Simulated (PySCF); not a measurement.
# Excitation energy of Ti²⁺ by level of theory

Ti²⁺ [Ar] 3d2 (3F) → Ti²⁺ [Ar] 3d1 4s1, s spin flipped, as a difference of total energies. Computed with PySCF 2.14 in ANO-RCC-VTZP (6s5p3d2f1g, 59 functions), with the spin-free X2C one-electron Hamiltonian (Gaussian nucleus). Correlated levels: valence: [Ar] frozen; valence and next inner shell: [Ne] frozen. The calculations carry no spin-orbit coupling.

```json
{"method": "UHF", "excitation energy (eV)": "4.850"}
{"method": "LDA", "excitation energy (eV)": "5.080"}
{"method": "PBE", "excitation energy (eV)": "5.207"}
{"method": "PBE0", "excitation energy (eV)": "5.264"}
{"method": "r2SCAN", "excitation energy (eV)": "5.634"}
{"method": "B3LYP", "excitation energy (eV)": "5.055"}
{"method": "HSE06", "excitation energy (eV)": "5.226"}
{"method": "revPBE", "excitation energy (eV)": "5.278"}
{"method": "MP2 (valence)", "excitation energy (eV)": "4.841"}
{"method": "SCS-MP2 (valence)", "excitation energy (eV)": "4.733"}
{"method": "MP2 (valence and next inner shell)", "excitation energy (eV)": "4.793"}
{"method": "SCS-MP2 (valence and next inner shell)", "excitation energy (eV)": "4.790"}
```

Problem. How much does correlation contribute at MP2 (valence and next inner shell)?

Solution. 4.793 − (4.850) = -0.057 eV, measured against UHF.

The upper determinant mixes two multiplicities, so it lies between the two terms.

The basis was made for the ground configuration and has no added diffuse functions, so the excitation energy can come out too high.
